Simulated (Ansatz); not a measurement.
Name a neutral molecule of O, P with size of the dipole moment (B3LYP/def2-TZVPP) between 0.00 and 0.30 D and size of the dipole moment (PBE/def2-TZVPP) between 0.00 and 0.30 D (Ansatz, PBE0-D4/def2-TZVP geometry).

`O1P2OP3OP1OP(O2)O3` (0.00 D, 0.00 D). Other molecules can fit too; these were computed, each in one conformer that needn't be the lowest.

B3LYP here is the variant with VWN-RPA as its local correlation; programs differ in this.
